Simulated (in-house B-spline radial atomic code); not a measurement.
Inner levels of rhenium as electrons are removed. A shift is the extra binding of the orbital against the neutral atom ([Xe] 4f14 5d3/2(4) 5d5/2(1) 6s2). The density at the nucleus is averaged over the nuclear charge. Computed with a radial B-spline atomic code at the basis-set limit: Dirac-Hartree-Fock, jj configuration that fills j = l - 1/2 first, finite nuclei.

A number in brackets counts the electrons of a j subshell.

| ion | configuration | shift of 4p3/2 (eV) | shift of 3p1/2 (eV) | shift of 4p1/2 (eV) | radius of 4p3/2 (bohr) | radius of 3p1/2 (bohr) | radius of 4p1/2 (bohr) | Σ<r²> (bohr²) | change of density at nucleus (bohr⁻³) |
| --- | --- | --- | --- | --- | --- | --- | --- | --- | --- |
| Re14+ | [Kr] 4d10 4f5/2(6) 4f7/2(7) 5s2 | 274.94 | 282.42 | 276.28 | 0.47487 | 0.18681 | 0.44437 | 11.851 | 503.97 |
| Re15+ | [Kr] 4d10 4f5/2(6) 4f7/2(6) 5s2 | 312.57 | 324.51 | 315.47 | 0.47274 | 0.18681 | 0.44272 | 11.193 | 671.87 |
| Re16+ | [Kr] 4d10 4f5/2(6) 4f7/2(5) 5s2 | 351.4 | 368.39 | 355.93 | 0.4705 | 0.18681 | 0.44094 | 10.586 | 849.58 |
| Re17+ | [Kr] 4d10 4f5/2(6) 4f7/2(6) | 370.43 | 384.85 | 373.62 | 0.47133 | 0.18678 | 0.44188 | 9.1267 | -1595.6 |
| Re18+ | [Kr] 4d10 4f5/2(6) 4f7/2(5) | 410.58 | 430.44 | 415.46 | 0.469 | 0.18677 | 0.44003 | 8.6047 | -1521.87 |
| Re19+ | [Kr] 4d10 4f5/2(6) 4f7/2(4) | 451.83 | 477.73 | 458.46 | 0.46659 | 0.18677 | 0.43808 | 8.1197 | -1440.34 |
| Re20+ | [Kr] 4d10 4f5/2(6) 4f7/2(3) | 494.13 | 526.68 | 502.58 | 0.4641 | 0.18675 | 0.43604 | 7.6674 | -1351 |
| Re21+ | [Kr] 4d10 4f5/2(6) 4f7/2(2) | 537.45 | 577.26 | 547.8 | 0.46154 | 0.18674 | 0.43392 | 7.2442 | -1253.88 |
| Re22+ | [Kr] 4d10 4f5/2(6) 4f7/2(1) | ? | ? | ? | ? | ? | ? | ? | ? |
| Re23+ | [Kr] 4d10 4f5/2(6) | 627.03 | 683.2 | 641.34 | 0.45625 | 0.18668 | 0.42949 | 6.4731 | -1036.23 |
| Re24+ | [Kr] 4d10 4f5/2(5) | 674.15 | 738.18 | 688.37 | 0.45344 | 0.1866 | 0.4272 | 6.1249 | -911.28 |
| Re25+ | [Kr] 4d10 4f5/2(4) | 722.18 | 794.62 | 736.33 | 0.4506 | 0.18652 | 0.42488 | 5.7955 | -778.53 |
| Re26+ | [Kr] 4d10 4f5/2(3) | ? | ? | ? | ? | ? | ? | ? | ? |
| Re27+ | [Kr] 4d10 4f5/2(2) | 820.9 | 911.82 | 835.01 | 0.44484 | 0.18631 | 0.42016 | 5.1869 | -489.6 |
| Re28+ | [Kr] 4d10 4f5/2(1) | 871.56 | 972.55 | 885.69 | 0.44194 | 0.1862 | 0.41776 | 4.9051 | -333.44 |
| Re29+ | [Kr] 4d10 | ? | ? | ? | ? | ? | ? | ? | ? |
| Re30+ | [Kr] 4d3/2(4) 4d5/2(5) | 971.15 | 1096.89 | 989.14 | 0.43656 | 0.18592 | 0.41314 | 4.361 | 60.54 |
| Re31+ | [Kr] 4d3/2(4) 4d5/2(4) | 1019.79 | 1160.04 | 1041.64 | 0.4341 | 0.18576 | 0.41093 | 4.0936 | 297.26 |
| Re32+ | [Kr] 4d3/2(4) 4d5/2(3) | 1068.99 | 1224.11 | 1094.74 | 0.43168 | 0.18559 | 0.40873 | 3.8341 | 540.63 |
| Re33+ | [Kr] 4d3/2(4) 4d5/2(2) | 1118.73 | 1289.1 | 1148.43 | 0.42927 | 0.18542 | 0.40654 | 3.5823 | 790.65 |

Problem. Fill in the row of Re22+.

Solution. shift of 4p3/2 (eV): 581.76; shift of 3p1/2 (eV): 629.44; shift of 4p1/2 (eV): 594.06; radius of 4p3/2 (bohr): 0.45892; radius of 3p1/2 (bohr): 0.18671; radius of 4p1/2 (bohr): 0.43173; Σ<r²> (bohr²): 6.847; change of density at nucleus (bohr⁻³): -1148.94.

Problem. Fill in the row of Re26+.

Solution. shift of 4p3/2 (eV): 771.11; shift of 3p1/2 (eV): 852.5; shift of 4p1/2 (eV): 785.22; radius of 4p3/2 (bohr): 0.44773; radius of 3p1/2 (bohr): 0.18642; radius of 4p1/2 (bohr): 0.42253; Σ<r²> (bohr²): 5.4833; change of density at nucleus (bohr⁻³): -637.96.

Problem. Fill in the row of Re29+.

Solution. shift of 4p3/2 (eV): 923.06; shift of 3p1/2 (eV): 1034.66; shift of 4p1/2 (eV): 937.24; radius of 4p3/2 (bohr): 0.43903; radius of 3p1/2 (bohr): 0.18607; radius of 4p1/2 (bohr): 0.41536; Σ<r²> (bohr²): 4.6368; change of density at nucleus (bohr⁻³): -169.53.
